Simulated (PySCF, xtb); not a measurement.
BH4OP. Atoms are numbered in the order given.

```xyz
7

B     -0.0634    -0.7356     0.4681
H     -0.8445    -1.3104     1.1708
O      1.1494    -1.3113     0.3224
H      1.7539    -0.8323    -0.2510
P     -0.5424     0.9866    -0.2405
H     -1.8028     0.5982    -0.7547
H      0.1512     0.9138    -1.4773
```
Charge 0, spin multiplicity 1.

Coordinates come from a PBE0-D3(BJ)/def2-TZVP optimisation. Other conformers were not sampled.

Method: C-PCM-ωB97X/def2-SVP (PySCF 2.14.0).

The values are the electrostatic part of the solvation free energy, E(continuum) − E(gas) at the gas-phase geometry, in a cavity of scaled van der Waals radii (PySCF's table); cavitation and dispersion terms are not included. In vacuum the orbital gap is 11.57 eV. The dipole moment in vacuum is 1.66 D.

Task: Estimate the values in water (ε = 78.36), benzene (ε = 2.27), ethylethanoate (ε = 5.99). (An estimate is asked for; the answer gives what the named calculation found.)

Result: 
```tsv
solvent	ε	ΔG(elec) (kcal/mol)	dipole (D)	gap (eV)
water	78.36	-5.1	2.20	11.65
benzene	2.27	-2.7	1.93	11.61
ethylethanoate	5.99	-4.2	2.09	11.63
```

For comparison, GFN2-xTB/ALPB(water) (xtb, at the GFN2-xTB geometry, all terms of that model) gives -4.4 kcal/mol.
